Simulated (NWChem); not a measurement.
# GaNH4O; SMILES [NH2][GaH][OH]

```xyz
7

Ga    -0.3328    -0.0211    -0.0001
H     -1.8806    -0.0948     0.0005
O      0.5749    -1.5608    -0.0001
H      1.5327    -1.4744     0.0017
N      0.6099     1.5252    -0.0004
H      1.6198     1.5941     0.0006
H      0.1754     2.4395     0.0030
```
Atoms are numbered in this order, from 1.

All runs: NWChem. Coordinates come from a PBE0/def2-SVP optimisation. Ions are spin-unrestricted doublets at the neutral geometry; other ion states weren't tried.

For level B3LYP/def2-SVP:

```
Quantity                               Value
-------------------------------------  -----
vertical ionisation energy, ΔSCF (eV)   9.55
−ε(HOMO) (eV)                           6.88
```

Q: What are these values for level PBE/def2-SVP?

A: 
| Item | Result |
|---|---|
| vertical ionisation energy, ΔSCF (eV) | 9.29 |
| −ε(HOMO) (eV) | 5.68 |
